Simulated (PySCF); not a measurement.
PySCF 2.14 output of an unrestricted PBE calculation on a single atom or ion in cc-pVTZ-DK (7s6p4d2f1g, 68 functions), with scalar relativity by spin-free X2C-1e:

```
SCF conv_tol = 1e-09
number electrons alpha = 15  beta = 9
    J. P. Perdew, K. Burke, and M. Ernzerhof.,  Phys. Rev. Lett. 77, 3865 (1996)
    J. P. Perdew, K. Burke, and M. Ernzerhof.,  Phys. Rev. Lett. 78, 1396 (1997)
    J. P. Perdew, K. Burke, and M. Ernzerhof.,  Phys. Rev. Lett. 77, 3865 (1996)
    J. P. Perdew, K. Burke, and M. Ernzerhof.,  Phys. Rev. Lett. 78, 1396 (1997)
cycle= 1 E= -1158.04099715609  delta_E= -0.0127  |g|= 0.0908  |ddm|= 1.55
cycle= 2 E= -1158.03883163694  delta_E= 0.00217  |g|= 0.141  |ddm|= 0.53
cycle= 3 E= -1158.04296462848  delta_E= -0.00413  |g|= 0.00434  |ddm|= 0.367
cycle= 4 E= -1158.04297029536  delta_E= -5.67e-06  |g|= 0.000294  |ddm|= 0.00467
cycle= 5 E= -1158.04297031303  delta_E= -1.77e-08  |g|= 1.2e-05  |ddm|= 0.000959
cycle= 6 E= -1158.04297031307  delta_E= -4.27e-11  |g|= 5.18e-07  |ddm|= 3.33e-05
converged SCF energy = -1158.04297031307  <S^2> = 12.000153  2S+1 = 7.0000437
```

The run itself started from symmetry-adapted Hartree-Fock orbitals and held the occupation by maximum overlap, on a logarithmic radial grid, so the iterations belong to that start.

**Question.** Which element, charge and spin multiplicity is this?

**Answer.** Mn⁺ (manganese, charge +1), multiplicity 7; the state was [Ar] 3d5 4s1, high-spin 7S determinant.
